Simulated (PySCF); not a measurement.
This PySCF input asks for the NMR shieldings of `O=[P@@H](C[SiH3])c1cccnc1`, C$_{6}$H$_{10}$NOPSi; the geometry comes from GFN2-xTB.

```python
import basis_set_exchange as bse
import numpy as np
from pyscf import gto, dft
from pyscf.prop import nmr

atoms = """
O    -0.774851    2.006351    0.989612
P    -0.601117    0.560959    0.840907
C    -1.933270   -0.280094   -0.054797
Si   -3.536870   -0.057053    0.951507
C     0.960889    0.093895    0.046612
C     1.737115    1.087650   -0.535351
C     2.922100    0.729844   -1.156147
C     3.274645   -0.612202   -1.165358
N     2.541734   -1.563840   -0.609016
C     1.414925   -1.219240   -0.017659
H    -0.531782   -0.128559    2.056119
H    -1.680236   -1.327407   -0.204265
H    -2.010027    0.200285   -1.031845
H    -4.582247   -0.784888    0.228402
H    -3.326758   -0.659620    2.271712
H    -3.873935    1.355915    1.068297
H     1.401042    2.114201   -0.483795
H     3.555250    1.469965   -1.620430
H     4.188808   -0.948816   -1.636590
H     0.849437   -2.026668    0.431781
"""
names = dict.fromkeys(["O", "P", "C", "Si", "N", "H"], "pcSseg-1")
basis = {el: gto.basis.parse(bse.get_basis(n, elements=[el], fmt="nwchem")) for el, n in names.items()}
mol = gto.M(atom=atoms, basis=basis, charge=0, verbose=0)
mf = dft.RKS(mol, xc="PBE0")
mf.grids.level = 2
mf.grids.alignment = dft.numint.BLKSIZE   # the property module wants whole blocks of grid points
mf.conv_tol = 1e-9
mf.kernel()

calc = nmr.RKS(mf)   # GIAO
C = mf.mo_coeff
Co = C[:, mf.mo_occ > 0]
resp = mf.gen_response(singlet=True, hermi=2)
def vind(x):   # induced exchange potential for any number of trial vectors
    d = np.einsum("pi,xij,qj->xpq", C, 2 * x.reshape(-1, C.shape[1], Co.shape[1]), Co, optimize=True)
    return np.einsum("xpq,pi,qj->xij", resp(d - d.transpose(0, 2, 1)), C, Co, optimize=True).ravel()
mo1, _ = nmr.rhf.solve_mo1(calc, with_cphf=vind)
sigma = calc.kernel(mo1)
for i, s in enumerate(sigma):   # ppm
    w = np.linalg.eigvalsh((s + s.T) / 2)
    print("%2d %-2s iso %8.1f  s11 %8.1f  s22 %8.1f  s33 %8.1f" % (i, mol.atom_pure_symbol(i), w.mean(), *w))
```

**Question.** What are the results?

**Answer.** 
```
 0 O  iso    259.1  s11    129.2  s22    320.8  s33    327.2
 1 P  iso    330.5  s11    237.6  s22    258.0  s33    496.0
 2 C  iso    170.0  s11    149.2  s22    169.7  s33    191.2
 3 Si iso    422.9  s11    398.7  s22    414.4  s33    455.6
 4 C  iso     49.5  s11    -43.3  s22     24.8  s33    167.0
 5 C  iso     41.6  s11    -76.6  s22      9.2  s33    192.1
 6 C  iso     58.1  s11    -55.5  s22     50.7  s33    179.0
 7 C  iso     29.0  s11    -80.5  s22     20.1  s33    147.4
 8 N  iso    -90.9  s11   -414.3  s22   -171.3  s33    313.0
 9 C  iso     32.5  s11    -75.2  s22     24.0  s33    148.8
10 H  iso     23.8  s11     20.8  s22     22.0  s33     28.8
11 H  iso     30.9  s11     25.0  s22     30.3  s33     37.3
12 H  iso     30.4  s11     26.6  s22     29.7  s33     34.9
13 H  iso     27.5  s11     24.1  s22     25.1  s33     33.4
14 H  iso     27.6  s11     24.2  s22     26.0  s33     32.5
15 H  iso     27.3  s11     23.1  s22     26.4  s33     32.3
16 H  iso     23.1  s11     18.9  s22     21.3  s33     29.2
17 H  iso     24.1  s11     21.2  s22     23.4  s33     27.7
18 H  iso     22.7  s11     18.6  s22     22.8  s33     26.5
19 H  iso     22.9  s11     18.5  s22     21.4  s33     28.9
```

These numbers come from an equivalent density-fitted implementation of the same equations, which agrees with the script to about 0.01 ppm for H and up to a few tenths of a ppm for heavy atoms, so last digits may differ.

**Question.** Turn these shieldings into chemical shifts. Chemical shifts δ = σref − σ; H2O for 17O (σ = 336.08 ppm); 31P (σ = 318.38 ppm) against H3PO4; TMS for 13C (σ = 186.93 ppm) and 29Si (σ = 349.16 ppm) and 1H (σ = 31.72 ppm); 15N (σ = 267.73 ppm) vs NH3, all at this level.

**Answer.** Averaging equivalent atoms: O 0: 77.0; P 1: -12.1; C 7: 157.9; C 9: 154.4; C 5: 145.3; C 4: 137.4; C 6: 128.8; C 2: 16.9; Si 3: -73.8; N 8: 358.6; H 18: 9.06; H 19: 8.81; H 16: 8.57; H 10: 7.88; H 17: 7.63; H 13/14/15: 4.26; H 12: 1.30; H 11: 0.83 ppm. Experimental scales use liquid or dissolved standards, which lie at an offset from isolated NH3 (liquid NH3: subtract about 20 ppm) and H2O (liquid H2O: subtract about 36 ppm) and H3PO4. Unscaled 15N shifts of sp2 nitrogen come out 20 to 40 ppm too high even then.

Size and cost of the density-fitted run: 234 basis functions, of the order of 2.5 core-minutes.
